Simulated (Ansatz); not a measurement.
Consider the hydrogenolysis of a B–C bond: `CB(F)OC(C)=O` + H₂ → `CC(=O)OBF` + CH₄.

Computed with Ansatz on PBE0-D4/def2-TZVP structures; ΔE is electronic, products minus reactants. CCSD(T)/CBS adds triple-zeta CCSD(T) − MP2 to the extrapolated MP2 energy (def2 sets, frozen cores). This one scheme is used for every species. DFT in def2-TZVPP. B3LYP here is the variant with VWN-RPA as its local correlation; programs differ in this. One conformer a species, not always the lowest.

`CB(F)OC(C)=O`:

Z-matrix (Å, degrees):
```
C
B 1 1.553
H 1 1.091 2 112.9
H 1 1.095 2 108.8 3 -117.0
H 1 1.091 2 111.2 3 124.2
F 2 1.327 1 120.6 3 -145.8
O 2 1.380 1 126.9 3 32.5
C 7 1.361 2 125.2 1 13.8
C 8 1.494 7 111.0 2 -160.5
O 8 1.195 7 123.2 2 21.1
H 9 1.092 8 109.5 7 -56.9
H 9 1.092 8 109.6 7 60.2
H 9 1.087 8 110.0 7 -178.3
```

H₂:

Cartesian coordinates in Å:
```
H -0.036 -0.004 -0.371
H 0.036 0.004 0.371
```

`CC(=O)OBF`:

Cartesian coordinates in Å:
```
C -0.319 1.613 0.049
C -0.568 0.142 0.041
O -1.613 -0.398 -0.146
O 0.584 -0.551 0.320
B 0.763 -1.852 -0.055
F 1.832 -2.446 0.437
H 0.435 1.864 -0.700
H 0.085 1.907 1.020
H -1.244 2.146 -0.153
H 0.046 -2.425 -0.810
```

CH₄:

Z-matrix (Å, degrees):
```
C
H 1 1.090
H 1 1.090 2 109.5
H 1 1.090 2 109.5 3 -120.0
H 1 1.090 2 109.5 3 120.0
```

(1) Is it downhill or uphill in electronic energy at CCSD(T)/CBS, and by how much? (Estimate.)

(2) What do these levels give: PBE0-D4, ωB97M-V, PBE, PBE0, B3LYP, CCSD/def2-TZVPP, CCSD(T)/def2-TZVPP, HF/def2-QZVPP, MP2/def2-QZVPP, SCS-MP2/def2-QZVPP, MP2/CBS(def2), CCSD/CBS(def2)? (An estimate is asked.)

Largest T1 diagnostic among the species: 0.015.

## Answers

(1) Computed: Downhill: ΔE = -3.5 kcal/mol.

(2) The calculation gave: PBE0-D4 -3.0, ωB97M-V -3.0, PBE -3.9, PBE0 -4.2, B3LYP -6.0, CCSD/def2-TZVPP -4.7, CCSD(T)/def2-TZVPP -3.9, HF/def2-QZVPP -8.7, MP2/def2-QZVPP -3.1, SCS-MP2/def2-QZVPP -4.6, MP2/CBS(def2) -2.9, CCSD/CBS(def2) -4.3 kcal/mol.

The D4 term adds +2.1 kcal/mol with B3LYP and +1.2 kcal/mol with PBE0; it sums over pairs of atoms, weighted by their polarisabilities, and B3LYP, whose exchange is more repulsive, gets the larger term. In def2-TZVPP, CCSD(T) changes the Hartree–Fock value by +4.7 kcal/mol (the triples alone add +0.8 kcal/mol) and MP2 by +5.3 kcal/mol.
